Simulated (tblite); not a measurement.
C7H7BCl2.
SMILES with atom numbers: `[CH:1]#[C:2][CH2:3][C@:4]([CH3:5])([C:6]#[CH:7])[B:8]([Cl:9])[Cl:10]` (hydrogens: H11 on C1; H12, H13 on C3; H14, H15, H16 on C5; H17 on C7)

Computed with GFN2-xTB (tblite), gas phase: L-BFGS steps from a force-field or distance-geometry start until the largest atomic force falls under 0.01 eV/Å.

At the end of the run (lengths in Å): B8–Cl9 1.712, B8–Cl10 1.717, C4–B8 1.616, C4–C5 1.537, C3–C4 1.555, C3–H13 1.093, C5–H14 1.088, C2–C3–C4 110.9°, Cl9–B8–Cl10 118.5°, C1–C2–C3 177.9°, C5–C4–B8 113.5°, C2–C3–C4–C5 -68°, C3–C4–B8–Cl9 -131°, H12–C3–C4–C5 53°.

Problem. These geometries were met on the way; a selection of coordinates is given. Order them by energy above the end point, lowest first.
A. B8–Cl9 1.711, B8–Cl10 1.714, C4–B8 1.626, C4–C5 1.539, C3–C4 1.562, C3–H13 1.095, C5–H14 1.091, C2–C3–C4 112.9°, Cl9–B8–Cl10 118.8°, C1–C2–C3 179.6°, C5–C4–B8 112.7°, C2–C3–C4–C5 -63°, C3–C4–B8–Cl9 -120°, H12–C3–C4–C5 58°
B. B8–Cl9 1.857, B8–Cl10 1.853, C4–B8 1.623, C4–C5 1.524, C3–C4 1.561, C3–H13 1.121, C5–H14 1.114, C2–C3–C4 112.9°, Cl9–B8–Cl10 117.7°, C1–C2–C3 178.8°, C5–C4–B8 111.7°, C2–C3–C4–C5 -61°, C3–C4–B8–Cl9 -120°, H12–C3–C4–C5 59°
C. B8–Cl9 1.700, B8–Cl10 1.705, C4–B8 1.628, C4–C5 1.530, C3–C4 1.558, C3–H13 1.099, C5–H14 1.096, C2–C3–C4 113.1°, Cl9–B8–Cl10 118.9°, C1–C2–C3 179.8°, C5–C4–B8 112.8°, C2–C3–C4–C5 -63°, C3–C4–B8–Cl9 -120°, H12–C3–C4–C5 58°
D. B8–Cl9 1.754, B8–Cl10 1.752, C4–B8 1.653, C4–C5 1.573, C3–C4 1.584, C3–H13 1.087, C5–H14 1.072, C2–C3–C4 112.1°, Cl9–B8–Cl10 120.3°, C1–C2–C3 178.5°, C5–C4–B8 112.3°, C2–C3–C4–C5 -63°, C3–C4–B8–Cl9 -120°, H12–C3–C4–C5 58°
E. B8–Cl9 1.727, B8–Cl10 1.726, C4–B8 1.655, C4–C5 1.556, C3–C4 1.577, C3–H13 1.091, C5–H14 1.085, C2–C3–C4 112.5°, Cl9–B8–Cl10 120.5°, C1–C2–C3 179.0°, C5–C4–B8 112.4°, C2–C3–C4–C5 -63°, C3–C4–B8–Cl9 -120°, H12–C3–C4–C5 58°

Solution. A (0.018 eV), C (0.032 eV), E (0.054 eV), D (0.109 eV), B (0.440 eV).

```csv
step,E above end (eV),"rms distance from the end, all atoms (Å)",largest force (eV/Å),rms shift of all bonds from the end (Å)
6,0.018,0.121,0.330,0.004
5,0.032,0.121,1.281,0.007
3,0.054,0.123,0.544,0.013
2,0.109,0.126,1.237,0.021
0,0.440,0.135,2.458,0.052
```

Rows stand in the order of the answer.
